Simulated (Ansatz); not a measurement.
Ansatz results at the PBE0-D4/def2-TZVP geometry: LUMO energy (B3LYP/def2-TZVPP) -2.63 eV; HOMO energy (B3LYP/def2-TZVPP) -7.76 eV; LUMO energy (PBE/def2-TZVPP) -3.31 eV.

Each molecule was computed in one conformer, which needn't be the lowest.

(1) Which molecule gave them?
A. `OC/C(F)=C/Cl`
B. `CB[SiH]1C[SiH2]1`
C. `N=[CH][Ga]([F])[F]`
D. `[OH][Al]([Cl])[CH2][SiH3]`

Results:

(1) C. The others give `OC/C(F)=C/Cl`: -0.46, -7.17, -1.18; `[OH][Al]([Cl])[CH2][SiH3]`: -0.76, -8.35, -1.30; `CB[SiH]1C[SiH2]1`: -2.27, -6.55, -2.86.

B3LYP here is the variant with VWN-RPA as its local correlation; programs differ in this.
